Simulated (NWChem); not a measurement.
System: CH₆N cation; SMILES C[NH3+]

The following NWChem deck was run.

```
start job
memory heap 200 mb stack 900 mb global 1100 mb
charge 1
geometry units angstroms noautosym nocenter noautoz
  C      0.000000     0.000000     0.814573
  N      0.000000     0.000000    -0.702497
  H     -1.016838     0.195558     1.154755
  H      0.677777     0.782828     1.154755
  H      0.339061    -0.978386     1.154755
  H     -0.625345    -0.723642    -1.080310
  H      0.939365    -0.179744    -1.080310
  H     -0.314020     0.903386    -1.080310
end
basis spherical
  * library def2-svp
end
dft
  xc b3lyp
  iterations 150
  mulliken
end
task dft energy
esp
  recalculate
  probe 0.07
  range 0.3
  factor 1.0
  spacing 0.02
end
task esp
```

Excerpt of the output:

```
             Northwest Computational Chemistry Package (NWChem) 7.3.0
             --------------------------------------------------------

                             Geometry "geometry" -> ""
                             -------------------------

 Output coordinates in angstroms (scale by  1.889725989 to convert to a.u.)

  No.       Tag          Charge          X              Y              Z
 ---- ---------------- ---------- -------------- -------------- --------------
    1 C                    6.0000     0.00000000     0.00000000     0.81457300
    2 N                    7.0000     0.00000000     0.00000000    -0.70249700
    3 H                    1.0000    -1.01683800     0.19555800     1.15475500
    4 H                    1.0000     0.67777700     0.78282800     1.15475500
    5 H                    1.0000     0.33906100    -0.97838600     1.15475500
    6 H                    1.0000    -0.62534500    -0.72364200    -1.08031000
    7 H                    1.0000     0.93936500    -0.17974400    -1.08031000
    8 H                    1.0000    -0.31402000     0.90338600    -1.08031000

 Effective nuclear repulsion energy (a.u.)      47.5806732872

                                 NWChem DFT Module
                                 -----------------

 Summary of "ao basis" -> "ao basis" (spherical)
 ------------------------------------------------------------------------------
       Tag                 Description            Shells   Functions and Types
 ---------------- ------------------------------  ------  ---------------------
 C                          def2-svp                 6       14   3s2p1d
 N                          def2-svp                 6       14   3s2p1d
 H                          def2-svp                 3        5   2s1p

            General Information
            -------------------
          SCF calculation type: DFT
          Wavefunction type:  closed shell.
          No. of atoms     :     8
          No. of electrons :    18
           Alpha electrons :     9
            Beta electrons :     9
          Charge           :     1
          Spin multiplicity:     1
          Use of symmetry is: off; symmetry adaption is: off
          Maximum number of iterations: 150
          AO basis - number of functions:    58
                     number of shells:    30
          Convergence on energy requested:  1.00D-06
          Convergence on density requested:  1.00D-05
          Convergence on gradient requested:  5.00D-04

              XC Information
              --------------
                         B3LYP Method XC Potential
                     Hartree-Fock (Exact) Exchange  0.200
                        Slater Exchange Functional  0.800 local
                    Becke 1988 Exchange Functional  0.720 non-local
              Lee-Yang-Parr Correlation Functional  0.810
                  VWN I RPA Correlation Functional  0.190 local

             Grid Information
             ----------------
          Grid used for XC integration:  medium
          Radial quadrature: Mura-Knowles
          Angular quadrature: Lebedev.
          Tag              B.-S. Rad. Rad. Pts. Rad. Cut. Ang. Pts.
          ---              ---------- --------- --------- ---------
          C                   0.70       49           7.0       434
          N                   0.65       49           7.0       434
          H                   0.35       45           9.0       434
          Grid pruning is: on
          Number of quadrature shells:   368
          Spatial weights used:  Erf1

      Superposition of Atomic Density Guess
      -------------------------------------

 Sum of atomic energies:         -94.86466616

 Renormalizing density from      19.00 to     18

      Non-variational initial energy
      ------------------------------

 Total energy =     -92.535985
 1-e energy   =    -208.782445
 2-e energy   =      68.665787
 HOMO         =      -0.834227
 LUMO         =      -0.248382

     ---------------------------------------------
      Total Density - Mulliken Population Analysis
     ---------------------------------------------

[...]

                     NWChem Electrostatic Potential Fit Module
                     -----------------------------------------

 Atom parameters

 Number of atoms is                                    8
 Number of basis functions is                         58

 Grid parameters

 Maximum number of grid points is                  32464
 Number of grid points is                          32463
 Grid range                                     0.300000 nm
 Grid spacing                                   0.020000 nm
 Probe radius                                   0.070000 nm
 Atom radius factor                             1.000000

 Atomic radii

    1    0.100000
    6    0.147000
    7    0.140000
 FASTESP  F
  using M.O. file = ./job.movecs

    Atom              Coordinates                           Charge

                                                  ESP

    1 C     0.000000    0.000000    0.081457   -0.041836
    2 N     0.000000    0.000000   -0.070250   -0.159685
    3 H    -0.101684    0.019556    0.115476    0.113393
    4 H     0.067778    0.078283    0.115476    0.113168
    5 H     0.033906   -0.097839    0.115476    0.113028
    6 H    -0.062535   -0.072364   -0.108031    0.287544
    7 H     0.093937   -0.017974   -0.108031    0.287462
    8 H    -0.031402    0.090339   -0.108031    0.286926
                                            ------------
                                                1.000000

 Dipole moment                                  0.039824

 Quadrupole moment Qxx                         -2.010024
                   Qyy                         -2.017694
                   Qzz                          4.027718

 RMS deviation kJ/mol                           0.039173

 RRMS %                                         1.561776
```

Level: B3LYP/def2-SVP. Coordinates come from a B3LYP/6-31G* (spherical d) optimisation.
